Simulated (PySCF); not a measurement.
Geometry:
```
atom   x (Å)   y (Å)   z (Å)
  C1  -1.536   0.577   0.519
  C2  -0.856  -0.250  -0.570
  B3   0.556  -0.878  -0.148
  N4   1.601   0.346   0.130
 Cl5   1.392  -1.810  -1.535
  H6  -2.516   0.972   0.207
  H7  -1.697  -0.020   1.432
  H8  -0.937   1.459   0.818
  H9  -1.513  -1.090  -0.851
 H10  -0.752   0.350  -1.494
 H11   0.552  -1.529   0.887
 H12   1.282   0.938   0.899
 H13   2.522  -0.030   0.359
 H14   1.697   0.920  -0.710
```

Geometry: PBE0-D3(BJ)/def2-SVP; GIAO absolute shieldings from PySCF 2.14, gas phase, non-relativistic, averaged over equivalent atoms.

At PBE0/pcSseg-0 (67 basis functions, 5.1 s wall time on 1 thread of an Intel Xeon Platinum 8488C, shared host):
```json
{"atoms": "C2", "σ (ppm)": "176.9"}
{"atoms": "C1", "σ (ppm)": "179.2"}
{"atoms": "B3", "σ (ppm)": "107.3"}
{"atoms": "N4", "σ (ppm)": "215.8"}
{"atoms": "Cl5", "σ (ppm)": "994.4"}
{"atoms": "H11", "σ (ppm)": "28.51"}
{"atoms": "H12/H13/H14", "σ (ppm)": "30.66"}
{"atoms": "H9", "σ (ppm)": "31.79"}
{"atoms": "H6/H7/H8", "σ (ppm)": "31.97"}
{"atoms": "H10", "σ (ppm)": "32.77"}
```

**Question.** Estimate the result of repeating the calculation with KT3/pcSseg-1.

**Answer.** 
```
      atoms  σ at KT3/pcSseg-1  change
         C2              161.5   -15.4
         C1              167.8   -11.4
         B3              104.9    -2.4
         N4              202.3   -13.5
        Cl5              922.1   -72.3
        H11              28.13   -0.38
H12/H13/H14              28.60   -2.06
         H9              30.28   -1.51
   H6/H7/H8              30.49   -1.48
        H10              31.18   -1.59
```

The largest change is at Cl5 (chlorine bonded to B). Cost: 137 basis functions, 15 s wall time on 1 thread of an Intel Xeon Platinum 8488C, shared host.

A carbon bonded to boron is broadened by the quadrupolar boron nucleus and is often missing from a measured spectrum.
